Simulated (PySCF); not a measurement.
Working with the constants of As₂⁺

PBE0 constants of As₂⁺, ²Πu (doublet), unpaired electrons π ↑ (As def2-TZVPPD; no relativity (PySCF 2.14); masses 74.9216 and 74.9216 u):

| Property | Result |
| --- | --- |
| ωe | 406.7 cm⁻¹ |
| ωexe | 0.775 cm⁻¹ |
| Be | 0.09424 cm⁻¹ |
| αe | 0.000260 cm⁻¹ |
| D (centrifugal) | 2.02e-08 cm⁻¹ |
| De to As⁺ + As | 4.13 eV |

(1) Give the vibrational terms G(v) and spacings up to v = 6.

(2) How well does the Morse estimate ωe²/(4ωexe) reproduce De, and what is D0?

Spin–orbit coupling is left out. The state was picked by a PBE0 search and need not be the measured ground state.

Results:

(1) G(v) = ωe(v+½) − ωexe(v+½)².

```csv
v,G(v) (cm⁻¹),G(v) − G(v−1),Bv (cm⁻¹)
0,203.2,,0.09411
1,608.3,405.1,0.09385
2,1011.9,403.6,0.09359
3,1414.0,402.0,0.09333
4,1814.5,400.5,0.09307
5,2213.4,399.0,0.09281
6,2610.8,397.4,0.09255
```

(2) It gives 6.62 eV, 160 % of the computed De. D0 = De − G(0) = 4.13 − 0.03 = 4.10 eV.
